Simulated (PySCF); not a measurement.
Molfile (atoms numbered from 1):
```
C7H14Si
     RDKit          3D

 22 22  0  0  0  0  0  0  0  0999 V2000
    3.3947   -0.1363   -1.0116 C   0  0  0  0  0  0  0  0  0  0  0  0
    2.5056   -0.8689   -0.3400 C   0  0  0  0  0  0  0  0  0  0  0  0
    1.7018   -0.4046    0.8315 C   0  0  0  0  0  0  0  0  0  0  0  0
    0.1905   -0.4667    0.5961 C   0  0  1  0  0  0  0  0  0  0  0  0
   -0.6160   -0.0969    1.8486 C   0  0  0  0  0  0  0  0  0  0  0  0
   -2.1125   -0.0926    1.5060 C   0  0  0  0  0  0  0  0  0  0  0  0
   -2.1502    0.6148   -0.2583 Si  0  0  0  0  0  4  0  0  0  0  0  0
   -0.2855    0.4340   -0.5580 C   0  0  0  0  0  0  0  0  0  0  0  0
    3.9432   -0.5461   -1.8639 H   0  0  0  0  0  0  0  0  0  0  0  0
    3.6094    0.9002   -0.7308 H   0  0  0  0  0  0  0  0  0  0  0  0
    2.3216   -1.9026   -0.6636 H   0  0  0  0  0  0  0  0  0  0  0  0
    1.9858    0.6291    1.0956 H   0  0  0  0  0  0  0  0  0  0  0  0
    1.9444   -1.0333    1.7082 H   0  0  0  0  0  0  0  0  0  0  0  0
   -0.0685   -1.5129    0.3389 H   0  0  0  0  0  0  0  0  0  0  0  0
   -0.3833   -0.7800    2.6828 H   0  0  0  0  0  0  0  0  0  0  0  0
   -0.3048    0.9121    2.1769 H   0  0  0  0  0  0  0  0  0  0  0  0
   -2.5042   -1.1237    1.4872 H   0  0  0  0  0  0  0  0  0  0  0  0
   -2.7166    0.4656    2.2364 H   0  0  0  0  0  0  0  0  0  0  0  0
   -2.6154    2.0362   -0.3245 H   0  0  0  0  0  0  0  0  0  0  0  0
   -3.0000   -0.1879   -1.1934 H   0  0  0  0  0  0  0  0  0  0  0  0
    0.1921    1.4266   -0.4726 H   0  0  0  0  0  0  0  0  0  0  0  0
   -0.0062    0.0370   -1.5448 H   0  0  0  0  0  0  0  0  0  0  0  0
  1  2  2  0
  2  3  1  0
  3  4  1  0
  4  5  1  0
  5  6  1  0
  6  7  1  0
  7  8  1  0
  8  4  1  0
  1  9  1  0
  1 10  1  0
  2 11  1  0
  3 12  1  0
  3 13  1  0
  4 14  1  6
  5 15  1  0
  5 16  1  0
  6 17  1  0
  6 18  1  0
  7 19  1  0
  7 20  1  0
  8 21  1  0
  8 22  1  0
M  END
```

Geometry: PBE0-D3(BJ)/def2-SVP; GIAO absolute shieldings from PySCF 2.14, gas phase, non-relativistic, averaged over equivalent atoms.

At KT2/pcSseg-1 (213 basis functions, 47 s wall time on 1 thread of an Arm Neoverse V2, shared host):
```
atoms  σ (ppm)
   C2     44.8
   C1     69.6
   C3    135.4
   C4    137.0
   C5    143.8
   C8    167.2
   C6    172.8
  Si7    388.7
  H11    25.38
  H10    26.00
   H9    26.10
  H20    26.91
  H19    26.93
  H13    28.39
  H15    29.17
  H12    29.74
  H14    29.82
  H22    29.93
  H18    30.03
  H17    30.28
  H16    30.31
  H21    31.13
```

What do these become at PBE0/pcSseg-1?

Answers


| atoms | σ at PBE0/pcSseg-1 | change |
| --- | --- | --- |
| C2 | 35.8 | -9.0 |
| C1 | 61.2 | -8.4 |
| C3 | 137.9 | +2.5 |
| C4 | 140.8 | +3.8 |
| C5 | 146.5 | +2.7 |
| C8 | 169.6 | +2.4 |
| C6 | 175.4 | +2.6 |
| Si7 | 376.3 | -12.4 |
| H11 | 25.31 | -0.07 |
| H10 | 25.89 | -0.11 |
| H9 | 25.97 | -0.13 |
| H20 | 27.06 | +0.15 |
| H19 | 27.07 | +0.14 |
| H13 | 28.72 | +0.33 |
| H15 | 29.40 | +0.23 |
| H12 | 29.78 | +0.04 |
| H14 | 30.00 | +0.18 |
| H22 | 30.23 | +0.30 |
| H18 | 30.29 | +0.26 |
| H17 | 30.46 | +0.18 |
| H16 | 30.41 | +0.10 |
| H21 | 31.25 | +0.12 |

The largest change is at Si7 (silicon bonded to 2 C, 2 H, in a 5-membered ring). Cost: 213 basis functions, 41 s wall time on 1 thread of an Arm Neoverse V2, shared host. The order of the carbon signals is the same at both levels.
